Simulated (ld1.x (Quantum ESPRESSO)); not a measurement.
Which change was made? (B, TM)

- Element: B (Z = 5)
- Generator: ld1.x (Quantum ESPRESSO) 7.5
- Type: norm-conserving Troullier–Martins (Kleinman–Bylander form)
- Functional: PBE
- Relativity: scalar-relativistic
- Frozen core: [He]
- Valence charge: 3
- Reference configuration: 2s2 2p1
- Partial waves: 2s (bound): rc 1.10 bohr; 2p (bound): rc 3.35 bohr
- Local potential: all-electron potential smoothed inside 2.15 bohr (lloc = -2)
- Core correction: none

Cutoffs, loose and tight: the cutoffs (Ry, on a coarse ladder) from which the occupation-weighted sum of valence levels, in a spherical-Bessel basis at the reference potential, stays within 10 and 1 mRy of its value at 400 Ry. They do not see the model core or the augmentation charge, which bear on the density cutoff. Test errors are all-electron minus pseudo excitation energies from the reference, over the configurations 2s2 2p0; 2s1 2p0; 2s2 2p0.5; 2s2 2p1.3; 2s1 2p2; 2s1 2p1; 2s0 2p3; variants that change the core or the reference have their own tests.

The base gives: outcome: generated; cutoff, loose: 25 Ry; cutoff, tight: 70 Ry; bound ghosts: s; largest test error (meV): +245.

Problem. After one change the result is: outcome: generated; cutoff, loose: 21 Ry; cutoff, tight: 50 Ry; bound ghosts: s; largest test error (meV): +243. Which change was it?
A. wave 2s (bound): rc 1.10 bohr becomes 2s (bound): rc 1.44 bohr
B. all radii scaled by about 0.80 (s 0.88, p 2.68 bohr); local potential all-electron potential smoothed inside 1.72 bohr (lloc = -2)
C. wave 2p (bound): rc 3.35 bohr becomes 2p (bound): rc 2.74 bohr

Solution. A. The others give: wave 2p (bound): rc 3.35 bohr becomes 2p (bound): rc 2.74 bohr → outcome: generated; cutoff, loose: 25 Ry; cutoff, tight: 70 Ry; bound ghosts: s; largest test error (meV): +71 | all radii scaled by about 0.80 (s 0.88, p 2.68 bohr); local potential all-electron potential smoothed inside 1.72 bohr (lloc = -2) → outcome: generated; cutoff, loose: 90 Ry; cutoff, tight: 180 Ry; bound ghosts: none; largest test error (meV): +205.
